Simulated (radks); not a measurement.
Spherical jellium clusters: N electrons in a uniform positive sphere of charge N and radius rs N^(1/3), rs = 3.34 bohr. Method: non-relativistic Kohn-Sham, exchange-only LDA, spin-polarised, spherical densities; computed with a radial shooting solver with Libxc functionals. Levels are named by radial order and angular momentum (1s, 1p, 1d, 2s, ...), and open shells are averaged over m.

N = 34, configuration 1s2 1p6 1d10 2s2 1f14. This is the lowest configuration that the search found. Occupied and some empty levels:

| level | occupation | eigenvalue (eV) | <r> (bohr) |
|---|---|---|---|
| 1s | 2 | -5.9396 | 5.891 |
| 1p | 6 | -4.9322 | 7.446 |
| 1d | 10 | -3.8104 | 8.441 |
| 2s | 2 | -3.6059 | 7.125 |
| 1f | 14 | -2.5561 | 9.234 |
| 2p | 0 | -2.1086 | 8.226 |
| 1g | 0 | -1.1914 | 10.03 |
| 2d | 0 | -0.71264 | 10.49 |

Energy (eV): total -30.8490, kinetic 81.413, external -3432.5, Hartree 1690.9, exchange-correlation -114.97, background 1744.3. Static polarisability (adiabatic kernel): 1756 bohr^3, against R^3 = 1267 for a classical metal sphere.
